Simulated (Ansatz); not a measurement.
C2H6GaO, SMILES `C[CH2][Ga][OH]` radical, relaxed with UKS PBE0-D4/def2-TZVP in Ansatz from a GFN2-xTB geometry. The force threshold is 0.005 eV/Å; the program also tests the step.

Charge 0, multiplicity 2.

Start:

```xyz
10

C    -0.715   -0.283   -1.050
C    -0.532   -0.797    0.350
Ga    1.602   -0.220    1.093
O     1.778    1.504    1.141
H    -0.031   -0.773   -1.742
H    -1.736   -0.469   -1.397
H    -0.537    0.792   -1.090
H    -0.584   -1.880    0.429
H    -1.184   -0.315    1.075
H     1.939    2.441    1.192
```

```csv
step,energy (eV),largest force (eV/Å),largest move (Å)
1,-56586.4087,1.233,0.000
2,-56586.5885,0.785,0.160
3,-56586.6288,0.442,0.084
4,-56586.6497,0.258,0.046
5,-56586.7044,0.806,0.141
6 (rejected),-56586.6881,2.322,0.195
7,-56586.7820,1.015,0.095
8,-56586.8933,0.604,0.100
9,-56586.9297,0.552,0.150
10 (rejected),-56586.9194,1.658,0.140
11,-56586.9643,0.315,0.070
13,-56586.9793,0.043,0.061
15,-56586.9805,0.044,0.049
17,-56586.9810,0.030,0.026
19,-56586.9812,0.030,0.014
21,-56586.9814,0.016,0.018
23,-56586.9814,0.008,0.021
25 (rejected),-56586.9814,0.026,0.042
27,-56586.9815,0.006,0.008
29,-56586.9815,0.004,0.006
30,-56586.9815,0.004,0.010
```

End:

```xyz
10

C    -0.681   -0.193   -0.959
C    -0.493   -0.795    0.425
Ga    1.073    0.030    1.397
O     1.628    1.560    0.608
H     0.178   -0.385   -1.606
H    -1.564   -0.614   -1.453
H    -0.809    0.891   -0.915
H    -0.332   -1.875    0.393
H    -1.360   -0.622    1.070
H     2.361    2.003    1.039
```

It took 110 s on 4 threads of an Arm Neoverse V2 on a shared host, with 0.56 GiB of host memory at the peak.
